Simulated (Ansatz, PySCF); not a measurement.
B(H)(Cl)(OEt) (C2H6BClO), SMILES CCOBCl. Atoms are numbered in the order given.

```xyz
11

B     -0.2155    -0.3401     0.7648
H     -1.1150    -1.1318     0.9182
Cl     1.0570    -0.2442     1.9757
O     -0.1465     0.4718    -0.2907
C     -1.1090     0.4510    -1.3311
C     -0.5040    -0.0989    -2.6010
H     -1.9852    -0.1439    -1.0205
H     -1.4446     1.4897    -1.4789
H     -0.1996    -1.1483    -2.4695
H     -1.2339    -0.0520    -3.4230
H      0.3836     0.4823    -2.8911
```
Charge 0, spin multiplicity 1.

The structure is a stationary point at PBE0-D3(BJ)/def2-SVP. The structure was generated by enumeration, and PubChem lists no compound with its InChIKey, so it may never have been made. The values are those of a single conformer.

Two levels are set side by side: PBE-D3(BJ)/def2-SVP (Ansatz, a program for electronic structure) and PBE0-D3(BJ)/def2-SVP (Ansatz). Each level has its own optimised geometry; the coordinates shown are those of the second. Frequencies come from the Hessian of PySCF at each geometry. Differences are taken from unrounded values.

```
quantity                            PBE0-D3(BJ)
----------------------------------  -----------
mean bond length (Å)                      1.273
bond B1–Cl3 (Å)                           1.759
bond B1–O4 (Å)                            1.333
bond O4–C5 (Å)                            1.418
bond C5–C6 (Å)                            1.510
bond B1–H2 (Å)                            1.208
bond C5–H7 (Å)                            1.104
bond C5–H8 (Å)                            1.102
bond C6–H9 (Å)                            1.101
bond C6–H10 (Å)                           1.100
bond C6–H11 (Å)                           1.100
highest harmonic wavenumber (cm⁻¹)         3170
mean harmonic wavenumber (cm⁻¹)            1393
zero-point energy (kcal/mol)              53.76
```

Problem. What does PBE-D3(BJ) give, and how far is it from PBE0-D3(BJ)? (Estimate from the structure and the level; the computed values follow.)

Solution. 
```tsv
quantity	PBE-D3(BJ)	PBE-D3(BJ) minus PBE0-D3(BJ)
mean bond length (Å)	1.283	0.010
bond B1–Cl3 (Å)	1.768	0.009
bond B1–O4 (Å)	1.346	0.012
bond O4–C5 (Å)	1.434	0.017
bond C5–C6 (Å)	1.519	0.009
bond B1–H2 (Å)	1.217	0.009
bond C5–H7 (Å)	1.112	0.009
bond C5–H8 (Å)	1.110	0.009
bond C6–H9 (Å)	1.109	0.008
bond C6–H10 (Å)	1.109	0.008
bond C6–H11 (Å)	1.108	0.008
highest harmonic wavenumber (cm⁻¹)	3079	-91
mean harmonic wavenumber (cm⁻¹)	1347	-46
zero-point energy (kcal/mol)	51.98	-1.78
```

Exact exchange shortens and stiffens bonds; PBE has none. Differences between two approximate levels are no errors against the true value.
